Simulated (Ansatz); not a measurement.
Relaxation of Cl$_{4}$FHOW (8 atoms, charge 0, multiplicity 1), to a largest force component of 0.02 eV/Å in at most 40 steps.

Level of theory: RKS PBE/def2-SVP (Ansatz 0.2.0).

```xyz
8
Properties=species:S:1:pos:R:3:forces:R:3
W 0.000 0.000 0.000 1.07 0.30 1.93
O 0.000 0.000 1.940 -1.63 -0.50 -0.96
H -0.909 -0.281 2.277 1.20 0.37 0.06
Cl 2.390 0.000 0.000 -1.20 0.02 0.06
Cl 0.000 2.390 0.000 0.00 -0.97 -0.13
Cl -2.390 0.000 0.000 0.84 -0.03 0.02
Cl 0.000 -2.390 0.000 -0.04 0.87 -0.13
F 0.000 0.000 -1.850 -0.25 -0.07 -0.85
```

**Question.** Where does it end, and by what steps?

**Answer.** It converged. After 10 steps the energy has fallen by 0.386 eV; H3 moved furthest, 0.47 Å.

```csv
step,energy less start (eV),largest force component (eV/Å),accepted
0,0.0000,1.928,yes
1,-0.2365,0.977,yes
2,-0.3175,0.517,yes
3,-0.3618,0.433,yes
4,-0.3737,0.318,yes
5,-0.3789,0.552,yes
6,-0.3858,0.112,yes
7,-0.3861,0.046,yes
8,-0.3862,0.028,yes
9,-0.3862,0.029,yes
10,-0.3863,0.001,yes
```

```xyz
8
Properties=species:S:1:pos:R:3
W -0.008 -0.023 0.001
O -0.187 -0.076 1.848
H -0.710 -0.119 2.667
Cl 2.313 -0.010 0.058
Cl 0.009 2.308 -0.026
Cl -2.347 -0.032 -0.159
Cl 0.037 -2.351 -0.148
F -0.016 0.022 -1.874
```

Whether the end is a true minimum wasn't checked by a vibrational analysis.

Run time: 14 s on 4 threads of Intel(R) Xeon(R) 6975P-C (Granite Rapids), with other jobs on the host, peak memory 0.24 GiB.
